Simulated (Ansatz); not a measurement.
Reactions of C3H5IO, SMILES `OC=CCI`.

Gas-phase electronic energies from Ansatz, PBE0-D4/def2-TZVP geometries. CCSD(T)/CBS adds triple-zeta CCSD(T) − MP2 to the extrapolated MP2 energy (def2 sets, frozen cores). This one scheme is used for every species, atoms too. For atomizations the MP2-based limit and the directly extrapolated one differ by several kJ/mol either way, and by 10 to 25 for some Ge, Se and Sn compounds, so smaller differences from it don't rank the levels. Double bonds are as drawn, so ΔE can hold a change between cis and trans. Functionals use def2-TZVPP. Open shells (•) are unrestricted, without spin–orbit coupling. Spin–orbit coupling would lower the free atoms: a little for C, O; strongly for I. Elements past krypton have def2 core potentials. For Br, I outer-core shells are correlated without core-valence functions, so the limit isn't a true one: a few kJ/mol of doubt a bond, and 10 to 20 or more in all where bonds break to atoms. Scalar relativity is left out up to krypton. One conformer a species, not always the lowest.

```tsv
reaction	CCSD(T)/CBS(def2) (kcal/mol)
`O/C=C/CI` → 3 C• + 5 H• + I• + O•	921.9
`O/C=C/CI` + H–F → `O/C=C\F` + `CI`	14.7
`O/C=C/CI` + `CCCl` → `CC(Cl)/C=C/O` + `CI`	?
`O/C=C/CI` + H₂ → `C=CCI` + H₂O	-20.6
`O/C=C/CI` → `[CH2]` (triplet) + `O/C=C\I`	?
`O/C=C/CI` + H₂ → `C/C=C/O` + HI	-12.6
`O/C=C/CI` + HBr → `O/C=C\CBr` + HI	3.8
```

(1) Fill in the missing values. (Estimate.)

Largest T1 diagnostic: 0.013, for `O/C=C\F`.

Answers

(1) Ansatz gave: `O/C=C/CI` + `CCCl` → `CC(Cl)/C=C/O` + `CI`: +0.4 kcal/mol; `O/C=C/CI` → `[CH2]` (triplet) + `O/C=C\I`: +104.3 kcal/mol.
